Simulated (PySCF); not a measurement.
C6H9F3N (charge +1).
Numbering: `[CH2:1]=[CH:2][CH2:3][N+:4](=[CH2:5])[CH2:6][C:7]([F:8])([F:9])[F:10]` (hydrogens: H11, H12 on C1; H13 on C2; H14, H15 on C3; H16, H17 on C5; H18, H19 on C6)

Level of theory: PBE0-D3(BJ)/def2-SVP geometry optimisation, gas phase (PySCF).

Problem. Give the optimised bond lengths and angles.

Solution. 
| bond | length (pm) |
| --- | --- |
| C1=C2 | 133.4 |
| C2–C3 | 149.6 |
| C3–N4 | 148.8 |
| N4=C5 | 127.7 |
| N4–C6 | 146.4 |
| C6–C7 | 152.7 |
| C7–F8 | 131.5 |
| C7–F9, C7–F10 | 133.1 |
| C1–H11 | 109.5 |
| C1–H12 | 109.3 |
| C2–H13 | 109.6 |
| C3–H14, C3–H15 | 110.0 |
| C5–H16 | 109.5 |
| C5–H17 | 109.5 |
| C6–H18, C6–H19 | 109.8 |

Bonds in one row agree within 1 pm and their mean is given. A selection of angles:
| angle | degrees |
| --- | --- |
| C1–C2–C3 | 122.9 |
| C2–C3–N4 | 111.1 |
| C3–N4–C5 | 122.4 |
| C3–N4–C6 | 116.6 |
| C5–N4–C6 | 121.1 |
| N4–C6–C7 | 110.5 |
| C6–C7–F8 | 109.1 |
| C6–C7–F9 | 110.7 |
| F8–C7–F9 | 109.5 |
| F9–C7–F10 | 108.0 |

Torsions: C1–C2–C3–N4 -119° (anticlinal); C2–C3–N4–C5 -116° (anticlinal); C3–N4–C6–C7 93° (anticlinal); N4–C6–C7–F8 180° (antiperiplanar). The mirror-image conformer, all signs reversed, is as good.

The C–N distances run from 1.277 Å (N4=C5, drawn double) to 1.488 Å (C3–N4, drawn single), a spread of 0.211 Å. Of the pairs four or more bonds apart, C2···H19 is among the closest relative to their van der Waals radii: 2.61 Å, 90 % of the sum of Bondi's values. C5 (C=N carbon) is planar (angles 120.4°, 120.0° and 119.6°, sum 360.0°, 0.00 Å off the plane of its three neighbours). C1 (terminal =CH2 carbon) is planar (angles 122.0°, 121.0° and 117.0°, sum 360.0°, 0.01 Å off the plane of its three neighbours). N4 (iminium nitrogen) is planar (angles 122.4°, 121.1° and 116.6°, sum 360.0°, 0.01 Å off the plane of its three neighbours). C2 (alkene CH carbon) is planar (angles 122.9°, 120.5° and 116.5°, sum 360.0°, 0.02 Å off the plane of its three neighbours). The C–C distances run from 1.334 Å (C1=C2, drawn double) to 1.527 Å (C6–C7, drawn single), a spread of 0.193 Å.

Point group: C1 (no symmetry element, even within 0.4 Å). Whether it is a minimum is left open (no frequencies).
